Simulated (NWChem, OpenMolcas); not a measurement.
## KI (Potassium Iodide): the dipole moment, rung by rung

KI: 2 atoms, total charge 0, spin state singlet. As SMILES, `[K][I]`. The bond length is the measured one.

```xyz
2

K     0.0000    0.0000    0.0000
I     0.0000    0.0000    3.0478
```

Each level gives the dipole moment (D). The values are calculated.

| level | kind | program | value (D) |
| --- | --- | --- | --- |
| BLYP/def2-TZVPPD (core potential) | GGA | OpenMolcas | 10.51 |
| PBE/def2-TZVPPD (core potential) | GGA | OpenMolcas | ? |
| revPBE/def2-TZVPPD (core potential) | GGA | NWChem | ? |
| M06-L/def2-TZVPPD (core potential) | meta-GGA | OpenMolcas | 11.05 |
| TPSS/def2-TZVPPD (core potential) | meta-GGA | NWChem | 10.77 |
| M06-2X/def2-TZVPPD (core potential) | hybrid meta-GGA | NWChem | 11.12 |
| PBE0/def2-TZVPPD (core potential) | global hybrid | OpenMolcas | 10.95 |
| CAM-B3LYP/def2-TZVPPD (core potential) | range-separated hybrid | NWChem | 11.08 |

Task: Estimate the missing values from the other rows.

Result: As computed at these levels: PBE/def2-TZVPPD (core potential): 10.58 D; revPBE/def2-TZVPPD (core potential): 10.61 D. The values span 10.51 to 11.12 D.
